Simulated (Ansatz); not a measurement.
`B[N](C)[GeH3]` + `NC1=C[SiH2]1` → `[GeH3][NH]C1=C[SiH2]1` + `BNC` at 700 K and 1 bar (ligand exchange at a Ge–N bond).

Program: Ansatz. Geometries: PBE0-D4/def2-TZVP. ΔE: electronic, gas phase. CCSD(T)/CBS adds triple-zeta CCSD(T) − MP2 to the extrapolated MP2 energy (def2 sets, frozen cores). For Ge outer-core shells are correlated without core-valence functions, which leaves a few kJ/mol of doubt a bond. Scalar relativity is left out up to krypton. Each species was taken in one conformer, which may not be the lowest.

```csv
species,CCSD(T)/CBS energy (Eh),H − E (kJ/mol),S (J/(mol·K))
`B[N](C)[GeH3]`,-2198.49616,314.6,455.1
`NC1=C[SiH2]1`,-422.82137,232.2,391.5
`[GeH3][NH]C1=C[SiH2]1`,-2500.13796,293.6,502.9
`BNC`,-121.18426,253.9,346.7
```

H − E and S are ideal-gas, rigid-rotor, harmonic terms from PBE0-D4/def2-TZVP, for one conformer and one mirror image of each species. 1 Eh = 2625.50 kJ/mol, R = 8.31446 J/(mol·K).

By hand: ΔE, ΔH, ΔS and ΔG.

ΔE = (-2500.13796) + (-121.18426) − (-2198.49616) − (-422.82137) = -0.00469 Eh = -12.3 kJ/mol. Δ(H − E) = 293.6 + 253.9 − 314.6 − 232.2 = 0.7, so ΔH = -11.6 kJ/mol. ΔS = 502.9 + 346.7 − 455.1 − 391.5 = 3.0 J/(mol·K). ΔG = -11.6 − 700 × (3.0)/1000 = -13.7 kJ/mol.

By hand: the equilibrium constant, and the temperature at which ΔG would vanish if ΔH and ΔS stayed fixed.

log₁₀ K = −ΔG/(RT ln 10) = 1.0. ΔH and −TΔS have one sign here, so there is no such temperature.

The number of gas molecules stays the same, so ΔS is small and ΔH decides. A doubt of 5 kJ/mol in ΔE shifts log₁₀ K by 0.4 here. Other conformers and mirror images would add mixing entropy, several J/(mol·K) or more a flexible species. These are equilibria of isolated gas molecules and say nothing of rates. Largest T1 diagnostic: 0.013 (customary marks: 0.02 for closed shells, 0.045 for open ones).

ΔS is within the doubt of such terms, so its sign, and with it that verdict, could turn.
